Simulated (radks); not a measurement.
Results of a calculation; reference values are marked as such.
Q: Fe11+, 15 electrons, occupied as [Ne] 3s2 3p3 (the NIST ground configuration). Level of theory: non-relativistic Kohn-Sham, B86b exchange with PBE correlation, spin-polarised, spherical densities, point nucleus; open shells are filled with parallel spins first (a radial shooting solver on a logarithmic mesh with Libxc functionals). Some entries of the table are withheld. Estimate them.

orbital  occ.  eigenvalue (eV)  <r^2> (bohr^2)
1s up       1        -7241.522        0.004690
1s down     1        -7239.451        0.004688
2s up       1        -1106.695         0.08487
2s down     1        -1104.978         0.08464
2p up       3        -998.0762         0.06761
2p down     3        -995.6102         0.06751
3s up       1              (1)          0.5843
3s down     1              (2)          0.5910
3p up       3              (3)          0.5873
3p down     0              (4)          0.5951

A: 
(1) 3s up eigenvalue (eV): -346.8634
(2) 3s down eigenvalue (eV): -337.6262
(3) 3p up eigenvalue (eV): -312.9845
(4) 3p down eigenvalue (eV): -303.9234
